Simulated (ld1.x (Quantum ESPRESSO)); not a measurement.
## Before and after: RRKJ potential for Ta

```
Element                 : tantalum (Ta)
Generator               : ld1.x (Quantum ESPRESSO) 7.5
Type                    : norm-conserving RRKJ (Kleinman–Bylander form)
Functional              : PBE
Relativity              : scalar-relativistic
Frozen core             : [Kr] 4d10 4f14 5s2
Valence charge          : 11
Reference configuration : 5p6 5d3 6s0 6p0 (charge +2)
Partial waves           : 5p (bound): rc 2.10 bohr; 5d (bound): rc 2.10 bohr; 6s (bound, empty): rc 2.50 bohr
Local potential         : the s channel
Core correction         : Bessel-smoothed model core inside 1.00 bohr
rho0                    : 0.001
```

Change: core correction Bessel-smoothed model core inside 2.44 bohr.

Cutoffs: the cutoffs (Ry, on a coarse ladder) from which the occupation-weighted sum of valence levels, in a spherical-Bessel basis at the reference potential, stays within 10 and 1 mRy of its value at 400 Ry; they do not see the model core or the augmentation charge, which bear on the density cutoff. Errors are all-electron minus pseudo energies relative to the spin-unpolarised reference configuration.

Task: What does the change do?

Result: The potential gets neither clearly harder nor softer (25 Ry and 30 Ry → 25 Ry and 30 Ry); of the 7 tests that both files solve, the error grows in 0 and shrinks in 2 by more than 15 % and 0.3 meV (median size 66.9 → 59.3 meV); neither file shows a bound ghost. A wider model core is smoother and lowers the density cutoff, which this test does not measure.

```csv
quantity,base,changed
"cutoff, loose",25 Ry,25 Ry
"cutoff, tight",30 Ry,30 Ry
bound ghosts,none,none
"error for 5p6 5d3 6s2 6p0, meV [ΔE -23.44 eV]",-18,-11
"error for 5p6 5d3 6s1 6p0, meV [ΔE -14.97 eV]",-4.1,-1.7
"error for 5p6 5d2 6s0 6p0, meV [ΔE 23.60 eV]",-67,-59
"error for 5p6 5d2 6s2 6p0, meV [ΔE -15.76 eV]",-84,-75
"error for 5p6 5d4 6s0 6p0, meV [ΔE -13.54 eV]",-37,-35
"error for 5p6 5d3 6s0 6p2, meV [ΔE -14.84 eV]",-1036,-1035
"error for 5p5 5d3 6s2 6p0, meV [ΔE 21.54 eV]",-605,-533
s: phases at 2.69 bohr within 0.05 rad from the reference energy up to (Ry; the scan ends near 5),1.4,1.4
p: phases at 2.69 bohr within 0.05 rad from the reference energy up to (Ry; the scan ends near 5),-1.9,-1.9
d: phases at 2.69 bohr within 0.05 rad from the reference energy up to (Ry; the scan ends near 5),0.4,0.4
```
